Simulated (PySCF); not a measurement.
C5H5BO, SMILES C#CB(C#C)OC.

Coordinates come from a B3LYP-D3(BJ)/def2-SVP optimisation. One conformer was computed; it need not be the lowest.

Vertical ionisation energy (IE) and electron affinity (EA) in eV. Rows of orbital energies are one-electron estimates. Where ΔSCF, EOM or ADC give a negative EA the extra electron is unbound and the value depends on the basis.

```tsv
level	IE	EA
−ε(HOMO), −ε(LUMO), PBE0/def2-TZVP (PySCF)	7.96	1.67
−ε(HOMO), −ε(LUMO), PBE/def2-TZVP (PySCF)	6.73	2.54
```
